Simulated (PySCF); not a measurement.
## Identify the compound

An unknown has the formula C7H7N. Its calculated NMR data are:

1H NMR (400 MHz, computed): δ 3.41 (tt, J = 4.3, 2.9 Hz, 1H), 2.74 (m, 2H), 1.94 (dd, J = 8.2, 2.9 Hz, 2H), 1.59 (m, 2H).

13C{1H} NMR (computed): δ 124.5 (C), 42.9 (CH), 42.0 (CH2), 33.9 (C), 17.7 (CH).

- σ from GIAO-PBE0/pcSseg-1
- J couplings at B3LYP/pcJ-1 (spin–dipole term only in couplings to heteroatoms)
- structure optimised with PBE0-D3(BJ)/def2-SVP
- run in PySCF
- gas phase, no relativistic terms, a single conformation, rapidly exchanging positions averaged

References, each an isolated molecule treated in the same way: 1H and 13C against TMS.

Q: Choose the structure that fits.
A. C=C[C@@H]1[C@H]2[C@@H](C#N)[C@@H]12
B. N#C[C@@]12CC=C[C@@H]1C2
C. N#C[C@]12C[C@@H]3[C@H](C1)[C@@H]32

A: C. 

The formula gives 5 degrees of unsaturation (3 rings in the answer). 5 carbon signals for 7 carbons: some carbons are equivalent by symmetry or fast rotation. Carbon types of the structure: 2 × C, 3 × CH, 2 × CH2, which accounts for all hydrogens. δC 124.5: nitrile carbon; typical of a nitrile. δC 42.9, 17.7: three-membered-ring carbon. δC 42.0: sp3 CH2 in a ring; a saturated carbon with 2 carbon neighbours and no heteroatom attached. δC 33.9: quaternary sp3 carbon α to a nitrile; saturated and bonded to C and H only. δH 3.41, 1.59: hydrogen on a three-membered-ring carbon.

The others: N#C[C@@]12CC=C[C@@H]1C2 would give 7 carbon signals, not 5; C=C[C@@H]1[C@H]2[C@@H](C#N)[C@@H]12 would give 6 carbon signals, not 5.

Multiplet labels drop couplings under 1 Hz and merge nearly equal ones. Couplings among chemically equivalent protons are left out too, so labels in AA′BB′ or AA′XX′ sets are apparent multiplicities. Unscaled 3J(H,H) at this level run about 10 % above measured values. Shifts are as computed. Against solution values, carbons near 30 ppm lie about +2 ppm off and those near 130 ppm about +5 ppm. Of 1211 compounds with measured shifts, 218 miss one by over three times the rms of a fit or turn the order of signals round; such compounds aren't used in these exercises.
